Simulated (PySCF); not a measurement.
# RhSI: from structure and modes to constants

Method: PySCF, PBE0, basis Rh def2-TZVP with ECP28, S def2-TZVP, I def2-TZVP with ECP28 (scalar-relativistic core potentials, no spin–orbit coupling, density fitting).

The singlet minimum has Cs symmetry. Masses (u): Rh 102.90550, S 31.97207, I 126.90447.

```xyz
3
charge 0 multiplicity 1, angstrom
Rh   -0.7749    0.0000   -0.8322
S    -2.4264    0.0000    0.3107
I     1.2270    0.0000    0.5922
```

Harmonic wavenumbers (cm⁻¹): 64.6 (a', ×1), 242.9 (a', ×1), 555.7 (a', ×1).

Task: What is the harmonic zero-point energy?

Result: Half the sum of all 3 wavenumbers, 863/2 = 432 cm⁻¹, which is 5.2 kJ/mol (1 cm⁻¹ = 0.0119627 kJ/mol).

Task: Find the vibrational entropy and heat capacity at 298.15 K.

Result: With u = 1.43878 ω/T, each mode gives S = R[u/(eᵘ−1) − ln(1−e⁻ᵘ)] and C = R u² eᵘ/(eᵘ−1)².
| ω (cm⁻¹) | u | S (J/(mol K)) | C (J/(mol K)) |
| --- | --- | --- | --- |
| 64.6 | 0.312 | 18.03 | 8.25 |
| 242.9 | 1.172 | 7.45 | 7.42 |
| 555.7 | 2.681 | 2.23 | 4.72 |
The sums over all modes are S = 27.7 and C = 20.4 J/(mol K); the softest mode gives 65 % of the entropy.

Stability towards spin polarisation was not tested. This need not be the most stable arrangement of these atoms.
